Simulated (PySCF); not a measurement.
C₂H₇ClFNSi. Atoms are numbered in the order given.

```xyz
13

C     -2.0216    -0.7190     1.3150
C     -1.3303     0.5822     0.8859
Si     0.3357     0.3292     0.0808
N      1.4539    -0.4285     1.1457
F      0.8458     1.7891    -0.4781
Cl     0.2013    -0.8958    -1.5933
H     -1.3963    -1.2872     2.0329
H     -2.1976    -1.3803     0.4427
H     -3.0018    -0.5236     1.7950
H     -1.1739     1.2592     1.7561
H     -1.9588     1.1582     0.1731
H      1.6328    -0.0170     2.0650
H      2.2947    -0.8710     0.7679
```
Charge 0, spin multiplicity 1.

Geometry: PBE-D3(BJ)/def2-SVP. The structure was generated by enumeration; whether it is a known compound was not checked. One conformer was computed; it need not be the lowest.

The numbers are results of TDA-PBE/def2-SVPD (PySCF), not measurements.

Vertical excitations. The molecule is in vacuum.

```tsv
state	energy (eV)	λ (nm)	f	main pairs
S1	6.24	199	0.026	HOMO→LUMO 99 %
S2	6.91	179	0.012	HOMO→LUMO+1 85 %
S3	6.95	178	0.040	HOMO−1→LUMO 88 %
S4	7.23	172	0.010	HOMO→LUMO+2 79 %
S5	7.38	168	0.038	HOMO−2→LUMO 95 %
S6	7.47	166	0.009	HOMO→LUMO+3 83 %
S7	7.58	164	0.013	HOMO−3→LUMO 95 %
S8	7.68	161	0.003	HOMO→LUMO+4 95 %
S9	7.80	159	0.020	HOMO−1→LUMO+1 94 %
S10	7.90	157	0.026	HOMO−1→LUMO+2 95 %
T1	5.96	208	0	HOMO→LUMO 99 %
T2	6.75	184	0	HOMO→LUMO+1 97 %
T3	6.80	182	0	HOMO−1→LUMO 99 %
T4	6.95	178	0	HOMO→LUMO+2 95 %
```
Triplets are in the Tamm–Dancoff approximation.
